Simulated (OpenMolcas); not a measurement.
d1 ions of charge +4 down a group on the Y site of Cs2NaYBr6

| Item | Value |
| --- | --- |
| Program | OpenMolcas |
| Method | CASSCF |
| Spin-orbit coupling | state interaction with AMFI integrals over the reference wave functions |

The d shell is active. Each dopant is a cluster with its nearest anions in model potentials and point charges, with no relaxation and no local charge compensation. Distances were set from a Shannon-type radius of the metal (high-spin where two are listed) plus a fixed donor radius (Br 1.91 Å), in hosts weighted 0.65 to 0.35 with the host's distance in the model lattice. Ligand basis ANO-RCC-VDZP, DKH2 Hamiltonian. States (labels of O, the rotations of Oh). Energies in cm-1 above the lowest state or level, χT in cm3 K/mol; under a threefold ground state the first gap can be a small split of the lowest multiplet, not the spin-orbit step; 10Dq is the gap between the two states. Spin-only χT is S(S+1) / 2 for the spin of the ground state.

```tsv
Ion	Shell	R (Å)	Metal basis	Ground state	First state of that spin	10Dq	First gap with spin-orbit (degeneracies)	χT at 300 K	Spin-only χT
V4+	3d1	2.586	ANO-RCC-VTZP	2T2	2E 13383	13383	390.1 (4, 2)	0.343	0.375
Nb4+	4d1	2.651	ANO-RCC-VTZP	2T2	2E 18912	18912	1016 (4, 2)	0.148	0.375
Ta4+	5d1	2.651	ANO-RCC-VTZP	2T2	2E 20924	20924	3513 (4, 2)	0.046	0.375
```

|10Dq| changes by factors of 18912 / 13383 = 1.41 from V4+ to Nb4+, 20924 / 18912 = 1.11 from Nb4+ to Ta4+.

χT departs most from the spin-only value for Ta4+, by -0.329 cm3 K/mol.

An orbital triplet at a regular site is open to Jahn-Teller coupling, which can distort the site and quench the lowest spin-orbit gaps and is left out. Ligand-to-metal charge-transfer states are missing. The least metal-like active orbital is 73 % on the metal (Löwdin) and no ligand orbital is active, so the numbers are rough (holds for V4+; Ta4+). This ion would oxidise such ligands; the complex is a model and need not exist (holds for V4+). With metal d orbitals alone and no dynamic correlation the field as a rule comes out too small, by tens of per cent, by up to half for chloride and softer ligands (holds for V4+). The least metal-like active orbital is 72 % on the metal (Löwdin) and no ligand orbital is active, so the numbers are rough (holds for Nb4+). With metal d orbitals alone the field can be off either way by tens of per cent (holds for Nb4+; Ta4+). No measured value stands beside these numbers; the geometry was set by hand and not optimised.
